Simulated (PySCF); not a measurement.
C8H7FS.
Numbering: `[CH2:1]=[CH:2]/[CH:3]=[CH:4]\[c:5]1[cH:6][c:7]([F:8])[cH:9][s:10]1` (hydrogens: H11, H12 on C1; H13 on C2; H14 on C3; H15 on C4; H16 on C6; H17 on C9)

Level: CAM-B3LYP/def2-SVPD in PySCF, non-relativistic, on one gas-phase PBE0-D3(BJ)/def2-SVP geometry that isn't relaxed in the solvent. The solvent is an IEF-PCM continuum (van der Waals radii × 1.2), and excitations are vertical TDDFT with non-equilibrium linear response and a frozen core. Specific hydrogen bonds and non-electrostatic terms are outside this model.

Gas-phase singlets (H = HOMO, L = LUMO):

```tsv
state	E (eV)	λ (nm)	f	leading configurations
S1	4.097	303	0.527	H→L 95%
S2	5.093	243	0.212	H-1→L 89%
S3	5.673	219	0.000	H→L+1 68%
S4	5.895	210	0.000	H-2→L 55%, H→L+2 40%
S5	6.023	206	0.000	H→L+3 64%, H→L+1 12%, H→L+6 10%
```

Question: Give the list for chloroform (ε = 4.711), n² = 2.09.

Answer: 
```
state  E (eV)  λ (nm)      f  leading configurations  change by rank (eV)
   S1   3.944     314  0.684                 H→L 97%               -0.153
   S2   5.067     245  0.246               H-1→L 91%               -0.026
   S3   5.699     218  0.001               H→L+1 70%               +0.026
   S4   5.894     210  0.009    H-2→L 75%, H→L+2 21%               -0.001
   S5   5.950     208  0.268    H→L+2 75%, H-2→L 20%               -0.073
```

Question: How does the list change in methanol (ε = 32.61)?

Answer: 
```
state  E (eV)  λ (nm)      f  leading configurations  change by rank (eV)
   S1   3.981     311  0.656                 H→L 97%               -0.116
   S2   5.093     243  0.231               H-1→L 90%                0.000
   S3   5.710     217  0.001               H→L+1 72%               +0.037
   S4   5.901     210  0.001    H-2→L 65%, H→L+2 30%               +0.006
   S5   5.981     207  0.273    H→L+2 64%, H-2→L 30%               -0.042
```

Question: The ground-state energy changes by -0.181 eV from gas to methanol. By how much does the total energy of gas-phase S1 change?

Answer: E(S1) = E(S0) + excitation energy, so it changes by -0.181 − 0.116 = -0.297 eV: it is lowered more than the ground state, which is what a red shift means. This is the vertical state, with the slow part of the continuum still set for S0.

Question: How do the frontier levels move from gas to methanol?

Answer: 
```csv
orbital,gas (eV),solvent (eV),change (eV)
LUMO+2,1.26,1.34,+0.08
LUMO+1,1.06,1.16,+0.10
LUMO,-0.91,-0.82,+0.09
HOMO,-7.31,-7.24,+0.07
HOMO-1,-8.60,-8.58,+0.02
HOMO-2,-9.38,-9.31,+0.07
HOMO-3,-11.08,-11.02,+0.06
```

The HOMO–LUMO gap goes from 6.40 to 6.41 eV.

The values belong to the conformer `[CH2:1]=[CH:2]/[CH:3]=[CH:4]\[c:5]1[cH:6][c:7]([F:8])[cH:9][s:10]1`: C1–C2–C3–C4 180°, C3–C4–C5–C6 -179°.
